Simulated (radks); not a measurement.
Species: Bi. Configuration: [Xe] 4f12 5d10 6s1 6p6 (not the ground configuration).

All-electron calculation, scalar-relativistic Kohn-Sham, BLYP, spin-polarised, spherical densities, finite nucleus; open shells are filled with parallel spins first (spin-orbit coupling, left out, can overturn this in heavy ions); Fermi nuclear charge, rms radius 5.5211 fm. Program: a radial shooting solver on a logarithmic mesh with Libxc functionals.

Energy parts (hartree):
| part | energy |
|---|---|
| total | -21512.6850 |
| kinetic | 24386.1541 |
| electron-nucleus | -53654.2244 |
| Hartree | 8148.3978 |
| exchange-correlation | -393.0124 |

Orbitals (lengths in bohr, moments of r in powers of bohr; r(max) is where P^2 peaks):
| orbital | occ. | eigenvalue (hartree) | r(max) | <r> | <1/r> |
|---|---|---|---|---|---|
| 1s up | 1 | -3332.063 | 0.009662 | 0.01580 | 103.2 |
| 1s down | 1 | -3332.062 | 0.009662 | 0.01580 | 103.2 |
| 2s up | 1 | -600.2072 | 0.05620 | 0.06650 | 24.25 |
| 2s down | 1 | -600.2037 | 0.05620 | 0.06650 | 24.25 |
| 2p up | 3 | -513.9116 | 0.04691 | 0.06055 | 21.22 |
| 2p down | 3 | -513.9086 | 0.04691 | 0.06055 | 21.22 |
| 3s up | 1 | -146.4099 | 0.1585 | 0.1716 | 8.986 |
| 3s down | 1 | -146.3413 | 0.1585 | 0.1716 | 8.989 |
| 3p up | 3 | -121.7434 | 0.1589 | 0.1738 | 8.108 |
| 3p down | 3 | -121.6730 | 0.1589 | 0.1737 | 8.111 |
| 3d up | 5 | -96.89085 | 0.1295 | 0.1575 | 7.601 |
| 3d down | 5 | -96.83646 | 0.1295 | 0.1575 | 7.603 |
| 4s up | 1 | -34.85376 | 0.3550 | 0.3753 | 3.901 |
| 4s down | 1 | -34.74346 | 0.3550 | 0.3754 | 3.899 |
| 4p up | 3 | -26.70743 | 0.3746 | 0.3997 | 3.508 |
| 4p down | 3 | -26.60251 | 0.3746 | 0.3999 | 3.506 |
| 4d up | 5 | -17.40368 | 0.3793 | 0.4174 | 3.169 |
| 4d down | 5 | -17.30161 | 0.3793 | 0.4178 | 3.166 |
| 4f up | 7 | -7.20603 | 0.3370 | 0.4273 | 2.811 |
| 4f down | 5 | -7.09897 | 0.3373 | 0.4283 | 2.806 |
| 5s up | 1 | -6.63351 | 0.7565 | 0.8089 | 1.699 |
| 5s down | 1 | -6.59837 | 0.7578 | 0.8103 | 1.694 |
| 5p up | 3 | -4.23644 | 0.8382 | 0.9129 | 1.471 |
| 5p down | 3 | -4.20993 | 0.8397 | 0.9142 | 1.468 |
| 5d up | 5 | -1.51628 | 0.9809 | 1.135 | 1.159 |
| 5d down | 5 | -1.49415 | 0.9824 | 1.135 | 1.158 |
| 6s up | 1 | -0.72850 | 1.741 | 1.970 | 0.6558 |
| 6s down | 0 | -0.70017 | 1.744 | 1.984 | 0.6521 |
| 6p up | 3 | -0.26847 | 2.164 | 2.596 | 0.4922 |
| 6p down | 3 | -0.24934 | 2.190 | 2.650 | 0.4821 |

The highest occupied level is 6p down at -6.785 eV. The configuration is held as typed, so some empty levels lie below it. Spin moment in Bohr magnetons: 3. The spin density at the nucleus is 418.0 e/bohr^3 (1s 1.1, 2s -2.5, 3s -27.8, 4s 14.2, 5s 17.3, 6s 415.7). The density falls to 0.001 e/bohr^3 at r = 4.74 bohr. Summed over all electrons, <r^2> = 80.27 bohr^2, which gives a Langevin (diamagnetic) susceptibility term of -63.6 x 10^-6 cm^3/mol.
